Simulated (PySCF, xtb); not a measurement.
C3H8AlCl, SMILES C[CH2][Al]([CH3])[Cl].

GFN2-xTB run with xtb at its own geometry gives an orbital gap of 4.07 eV and a dipole moment of 1.70 D.

Geometry: B3LYP-D3(BJ)/def2-SVP. Other conformers were not sampled.

Question: What does PySCF with PBE/def2-TZVP give? (Estimate from the structure and the level; the computed values follow.)

Answer: gap 4.88 eV (levels -6.32 and -1.44 eV), dipole 2.05 D.
